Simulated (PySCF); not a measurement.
## Telling isomers of C4H4F4O2 apart by NMR

Rapidly exchanging positions averaged, no relativistic terms, a single conformation, gas phase. σ from GIAO-PBE0/pcSseg-1; structure optimised with GFN2-xTB; PySCF 2.14.0 with density-fitted response routines.

Scale: TMS for $^{1}$H and $^{13}$C (reference shieldings calculated alike). Splittings of carbon signals by F and P are missing where no couplings were computed. Where no couplings were computed, multiplicities follow the n + 1 count of equivalent neighbours, and m marks all less simple cases (inequivalent or close neighbours, rings, F or P nearby). Shifts are as computed. Against solution values, carbons near 30 ppm lie about +3 ppm off and those near 130 ppm about +5 ppm. Of 1309 compounds with measured shifts, 239 miss one by over three times the rms of a fit or turn the order of signals round; such compounds aren't used in these exercises.

(1) Tabulate the signals of `CO/C(=C/F)OC(F)(F)F`, `F[C@@H]1CO[C@@H]1OC(F)(F)F`, `FC(F)O[C@@H]1O[C@@H]1C(F)F` and their relative energies.

(2) What is the quickest way to tell CO/C(=C/F)OC(F)(F)F from F[C@@H]1CO[C@@H]1OC(F)(F)F?

(3) What is the quickest way to tell CO/C(=C/F)OC(F)(F)F from FC(F)O[C@@H]1O[C@@H]1C(F)F?

(4) What is the quickest way to tell F[C@@H]1CO[C@@H]1OC(F)(F)F from FC(F)O[C@@H]1O[C@@H]1C(F)F?

Results:

(1) 
| SMILES | carbon types | δC | δH | E rel. (kcal/mol) |
| --- | --- | --- | --- | --- |
| CO/C(=C/F)OC(F)(F)F | 2×C 1×CH 1×CH3 | 159.5, 128.9, 126.4, 56.1 | 6.33 (m, 1H), 3.71 (s, 3H) | 11.4 |
| F[C@@H]1CO[C@@H]1OC(F)(F)F | 1×C 2×CH 1×CH2 | 130.8, 107.3, 86.8, 81.0 | 6.09 (m, 1H), 5.53 (m, 1H), 5.23 (m, 1H), 4.96 (m, 1H) | 0.0 |
| FC(F)O[C@@H]1O[C@@H]1C(F)F | 4×CH | 123.8, 121.9, 73.1, 54.6 | 6.63 (m, 1H), 6.07 (m, 1H), 4.85 (m, 1H), 2.95 (m, 1H) | 7.8 |

Energies are electronic energies at PBE0/pcSseg-1 on these geometries, without zero-point or thermal terms, each for the one conformer computed, which needn't be the lowest.

(2) Both give the same number of carbon signals, but DEPT or the intensities differ. The first has a methyl carbon bonded to O (CH3) at 56.1 ppm, the second an sp3 CH2 bonded to O at 81.0 ppm. Their most deshielded carbons lie at 159.5 and 130.8 ppm.

(3) Both give the same number of carbon signals, but DEPT or the intensities differ. The first has an alkene carbon bearing oxygen (C) at 159.5 ppm, the second an epoxide ring carbon (CH) at 54.6 ppm. Their most deshielded carbons lie at 159.5 and 123.8 ppm.

(4) Both give the same number of carbon signals, but DEPT or the intensities differ. The first has a CF3 carbon (C) at 130.8 ppm, the second an epoxide ring carbon (CH) at 54.6 ppm. Their most deshielded carbons lie at 130.8 and 123.8 ppm. In the proton spectra the most deshielded non-exchanging signals are 6.09 (m, 1H) and 6.63 (m, 1H).
